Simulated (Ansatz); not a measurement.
Total energies of [Cu(SH)2]- (CuH₂S₂⁻) from Ansatz at PBE0-D4/def2-TZVPD, gas phase (1 Eh = 27.2114 eV = 2625.5 kJ/mol). The reference geometry is relaxed at r2SCAN-D4/def2-TZVPD.

```tsv
state	geometry	energy (Eh)
charge -1 singlet	reference	-2437.77700
charge 0 doublet	reference	-2437.64603
charge 0 doublet	relaxed at r2SCAN-D4/def2-TZVPD	-2437.66035
```

(1) Work out the vertical ionisation energy to the doublet.

(2) How much does the charge 0 doublet relax, and what is the adiabatic ionisation energy?

(1) E(charge 0 doublet) − E(charge -1 singlet) = -2437.64603 − (-2437.77700) = 0.13097 Eh = 3.56 eV. For comparison, −ε of the highest occupied level is 1.81 eV at this level, 1.75 eV less.

(2) Relaxation: -2437.64603 − (-2437.66035) = 0.01432 Eh = 0.39 eV. Adiabatic ionisation energy: 0.11665 Eh = 3.17 eV, without zero-point energy.
